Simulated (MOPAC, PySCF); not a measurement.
C$_{2}$H$_{4}$N$_{2}$, SMILES `N=C=CN`, neutral singlet in the gas phase. 

Cartesian coordinates (Å):
SMILES: C(=C=N)N
```xyz
8

N      2.1018     0.0645    -0.1913
C      0.9162    -0.2137    -0.0316
C     -0.3524    -0.5305     0.0420
N     -1.4361     0.3952     0.0528
H      2.6035     0.3139     0.6647
H     -0.6088    -1.5695     0.2061
H     -2.1038     0.1903    -0.6821
H     -1.1204     1.3498    -0.0606
```
Charge 0, multiplicity 1.

All levels are single points at this geometry (B3LYP-D3(BJ)/def2-TZVP); Pople sets use spherical d functions. Orbital energies aren't observables, and empty levels follow the basis.

B3LYP-D3(BJ)/def2-TZVP in PySCF gives gap (eV) = 4.95.

Q: Estimate the gap (eV) from each of these levels: PBE-D3(BJ)/def2-TZVP in PySCF; B3LYP/3-21G in PySCF; B3LYP/6-311+G** in PySCF; B3LYP/6-31G* in PySCF; BP86/6-31G* in PySCF; M06-2X/6-31G* in PySCF; PBE/6-31G* in PySCF; SVWN5/6-31G* in PySCF; HF/3-21G in PySCF; HF/6-31G* in PySCF; AM1 in MOPAC; PM3 in MOPAC.

A: 
```tsv
level	gap (eV)
PBE-D3(BJ)/def2-TZVP in PySCF	3.13
B3LYP/3-21G in PySCF	4.87
B3LYP/6-311+G** in PySCF	4.81
B3LYP/6-31G* in PySCF	5.04
BP86/6-31G* in PySCF	3.17
M06-2X/6-31G* in PySCF	7.76
PBE/6-31G* in PySCF	3.15
SVWN5/6-31G* in PySCF	3.02
HF/3-21G in PySCF	12.61
HF/6-31G* in PySCF	12.67
AM1 in MOPAC	9.67
PM3 in MOPAC	9.23
```
